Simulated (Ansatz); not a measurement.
```yaml
crystal:
  periodic: [false, false, false]
  atoms:
    - {symbol: Pb, position_ang: [0.057615, -0.417330, 1.243001]}
    - {symbol: O, position_ang: [0.427604, -1.650891, -0.376397]}
    - {symbol: O, position_ang: [-0.296904, 1.192031, -0.046941]}
    - {symbol: H, position_ang: [-0.521191, 2.025651, 0.374254]}
    - {symbol: H, position_ang: [0.332886, -1.149462, -1.193917]}
basis:
  gaussian: {orbitals: def2-SVPD}
hamiltonian: {xc: {name: wB97M-V}}
scf: {omitted_lower_state_checks: [starts]}
output: {forces: true}
```

```sh
$ ansatz run in.yaml --threads 4 --pin off --events-out ev --progress --plain --max-ram 3916MiB
```

It prints (some lines left out):

```
Functional definition: wB97M-V
1021 factors; integrals over basis functions are off by at most 1.1e-3 eV
333 factors; integrals over basis functions are off by at most 1.3e-5 eV
mean field evaluation 1: about -9359.5239 eV, gradient 7.3e1 eV
mean field evaluation 2: about -9341.7344 eV, gradient 1.2e2 eV
mean field evaluation 4: about -9369.8463 eV, gradient 1.3e0 eV
mean field evaluation 8: about -9369.8794 eV, gradient 2.7e-1 eV
mean field evaluation 16: about -9369.8797 eV, gradient 2.6e-4 eV
mean field -9369.87970487 eV, -344.3367280215 hartree, gradient 6.9e-5 eV, S^2 0.000000; 0 other end points of the search recorded, 0 dependent functions left out
reference -9369.87975329 eV, -344.3367298009 hartree; 20, 20 occupied and 74, 74 virtual orbitals, 1021 factors
Total energy: -9369.87975329 eV, -344.3367298009 hartree
Atom 0 at     0.057615    -0.417330     1.243001 Å, force     0.000657    -0.135971     0.886215 eV/Å
Atom 1 at     0.427604    -1.650891    -0.376397 Å, force     0.089839    -0.308017    -0.337518 eV/Å
Atom 2 at    -0.296904     1.192031    -0.046941 Å, force    -0.059173     0.281711    -0.296798 eV/Å
Atom 3 at    -0.521191     2.025651     0.374254 Å, force    -0.038936     0.161087    -0.041117 eV/Å
Atom 4 at     0.332886    -1.149462    -1.193917 Å, force     0.007613     0.001190    -0.210782 eV/Å
Dipole moment:    -0.094375     0.268587     0.722945 e Å
Checks for a lower state left out: starts
```

Hardware: 4 threads of Arm Neoverse V1 on a shared host. Wall time 3.8 s.

In the def2 sets Pb takes a core potential; there is no spin–orbit coupling.
